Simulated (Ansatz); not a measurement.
Stepwise reaction of `[F][Hf]([F])([Cl])[Cl]` with hydrogen sulfide, as a gas-phase model of exchange steps in deposition or etching. ΔE in kJ/mol; ΔG adds harmonic PBE0-D4 terms to CCSD(T)/CBS, at 1 bar.

Program: Ansatz. Geometries: PBE0-D4/def2-TZVP. ΔE: electronic, gas phase. CCSD(T)/CBS is the MP2 limit (def2-TZVPP, def2-QZVPP) plus CCSD(T) − MP2 in def2-TZVPP, frozen cores. This one scheme is used for every species. DFT in def2-TZVPP. B3LYP here is the variant with VWN-RPA as its local correlation; programs differ in this. def2 core potentials past Kr. For Hf outer-core shells are correlated without core-valence functions, which leaves a few kJ/mol of doubt a bond. Each species was taken in one conformer, which may not be the lowest.

```tsv
step	reaction	PBE-D4	B3LYP-D4	ωB97M-V	CCSD(T)/CBS	ΔG(500 K)
2	`[F][Hf]([F])([SH])[Cl]` + H₂S → `[F][Hf]([F])([SH])[SH]` + HCl	64.0	70.0	70.2	67.7	70.8
```

Task: Give the row of step 1, `[F][Hf]([F])([Cl])[Cl]` + H₂S → `[F][Hf]([F])([SH])[Cl]` + HCl. (Best estimate.)

Result: Ansatz gave: 
| step | reaction | PBE-D4 | B3LYP-D4 | ωB97M-V | CCSD(T)/CBS | ΔG(500 K) |
| --- | --- | --- | --- | --- | --- | --- |
| 1 | `[F][Hf]([F])([Cl])[Cl]` + H₂S → `[F][Hf]([F])([SH])[Cl]` + HCl | 63.4 | 69.5 | 70.1 | 67.6 | 62.9 |

Task: By hand: ΔE of the 2 steps together at CCSD(T)/CBS.

Result: (67.6) + (67.7) = 135.3 kJ/mol, or 67.7 kJ/mol a step.

In ΔE the steps differ by no more than 0.1 kJ/mol. All are uphill at CCSD(T)/CBS. ΔG lies between 62.9 and 70.8 kJ/mol a step. PBE-D4 differs from CCSD(T)/CBS by -4.2 to -3.7 kJ/mol a step. Isolated molecules leave out the surface, adducts and barriers. Largest T1 diagnostic: 0.016.
